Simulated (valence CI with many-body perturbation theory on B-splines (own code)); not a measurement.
**Se XIV: what the settings do**

Computed by valence CI with perturbative core correlation (CI+MBPT): three valence electrons over a frozen Dirac-Fock core [Ar], radial functions for each j: 6 s, 6 p, 5 d, 5 f, 1 g, with the one-electron correlation potential Σ1, the two-electron term Σ2, the three-electron term Σ3, Breit, model QED; selected CI, second order for the rest, scaled by the run's own slope (own B-spline code, finite nucleus).

No measured levels were compared; by estimate terms of the open shell hold to 2 to 4 % of their energy, and close levels can change places. Only levels of the ground parity were solved; by the run's estimate the other parity begins above the list, which can be wrong where configurations are misplaced.

The reference run has the lowest level 3d³ ⁴F_3/2 and an ionisation energy of 427.165 eV. Its largest variational space holds 2164 state functions.

Names give the largest LS component (configuration and term), which can be under half, so a name can repeat, a term be missing and a line seem to break the LS rules; names also repeat where a configuration has a term twice. Letters in brackets count levels of one name in rising energy.

Changed runs:
A. screening of Σ1 on → off
B. Breit term on → off; QED terms on → off
C. box radius (bohr) 8.1863 → 12.11; shift of the energy in Σ1 (hartree) 0 → -4.267
D. scale of Σ1 1 → 2 (bad on purpose)

Excitation energies of the reference run in cm⁻¹, and shifts in cm⁻¹:

```
                 Level  Reference       A       B       C       D
            3d³ ⁴F_5/2       3957    +8.4    +351    +103    +103
            3d³ ⁴F_7/2       8627     +17    +817    +207    +211
            3d³ ⁴F_9/2      13586     +25   +1335    +299    +310
            3d³ ⁴P_3/2      38520     +17    +141    +0.5    +191
            3d³ ⁴P_1/2      38922     +21    +317     +59    +239
            3d³ ²G_7/2      43784     +28    +737    +114    +328
            3d³ ⁴P_5/2      45208     +34    +709    +203    +389
            3d³ ²G_9/2      46561     +30    +963    +126    +349
        3d³ ²D_3/2 [a]      54387     +32    +379    +105    +371
            3d³ ²P_1/2      57363     +36    +611    +165    +424
            3d³ ²H_9/2      61790     +46   +1244    +265    +538
           3d³ ²H_11/2      62312     +42   +1462    +204    +487
Ionisation energy (eV)    427.165  +0.079  +0.060  -1.352  +2.494
```
